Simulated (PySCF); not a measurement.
InBi and its ions

UHF-CCSD(T); PySCF, scalar-relativistic core potentials, basis sets In def2-SVP with ECP28, Bi def2-SVP with ECP60. Neutral (UHF): triplet (π ↑↑), Re = 3.060 Å, ωe = 122 cm⁻¹, De = 1.18 eV.

InBi⁺ (UHF): quartet (σ ↑, π ↑↑), Re = 3.318 Å, ωe = 65.4 cm⁻¹. The energies at the minima are -402.97973 hartree for InBi and -402.75150 for InBi⁺.

(1) Work out the adiabatic ionisation energy, without and with harmonic zero-point energies (1 hartree = 27.2114 eV, 1 eV = 8065.5 cm⁻¹), and the change of the bond length.

Correlated steps freeze 8 core orbitals. Correlated levels converge slowly with the basis: in double zeta they bind strong bonds too weakly, by up to about 1 eV, and carry superposition errors of some tenths. Spin–orbit coupling is left out, which matters for elements this heavy, above all for dissociation energies. States were picked by a PBE0 search and need not be the measured ground states.

## Answers

(1) At UHF-CCSD(T): 0.22823 hartree = 6.210 eV between the minima; the zero-point term (65.4 − 122.0)/2 cm⁻¹ = -0.004 eV makes it 6.207 eV. Re changes by +25.8 pm against the neutral. The electron leaves a σ orbital, and the longer bond of the ion fits a bonding orbital, or a change in how ionic the bond is.
